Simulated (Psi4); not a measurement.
Pair of molecules, SMILES C#N with SMILES Br (the first has 3 atoms); geometry from B3LYP-D3(BJ)/def2-TZVP.
(charge 0, multiplicity 1):
```xyz
5

C     -0.440    -0.084    -0.458
N     -0.263    -0.214     0.665
H     -0.604     0.037    -1.505
Br     0.282    -0.615     4.130
H      0.060    -0.452     2.722
```

These are SAPT0/aug-cc-pVDZ run with Psi4 values and carry that method's errors.

Q: Which attractive term is largest, and how does the interaction split up?

A: electrostatics -27.3, exchange 29.5, induction -10.9, dispersion -10.7, total -19.4 kJ/mol; the largest attraction is electrostatics.
